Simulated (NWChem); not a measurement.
# C4H4F2; SMILES C1=C([C@@H](C1)F)F

```xyz
10

F      0.7801     1.8196    -0.0285
C     -0.0082     0.7468    -0.0026
C     -1.3000     0.5386    -0.2702
C     -1.1923    -0.9492     0.0553
C      0.2949    -0.6531     0.4508
F      1.2531    -1.3447    -0.2674
H     -2.1307     1.1718    -0.5576
H     -1.2552    -1.6239    -0.8041
H     -1.8300    -1.3207     0.8660
H      0.5217    -0.7723     1.5164
```
Atoms are numbered in this order, from 1.

Coordinates come from a B3LYP/6-31G* (spherical d) optimisation.

Problem. Give the principal values of the shielding tensors (ppm) of F1, C2, C3, C4, C5 from BHandHLYP/pcSseg-1, GIAO (NWChem), with their diamagnetic and paramagnetic parts as GIAO splits them.

Solution. 
```tsv
atom	σ11	σ22	σ33	isotropic	diamagnetic	paramagnetic
F1	171.9	314.5	357.7	281.4	475.6	-194.2
C2	-84.8	61.9	81.8	19.6	247.5	-227.8
C3	-34.9	93.7	142.2	67.0	254.6	-187.5
C4	134.6	157.4	168.4	153.5	246.0	-92.5
C5	63.3	84.9	133.8	94.0	241.9	-147.9
```
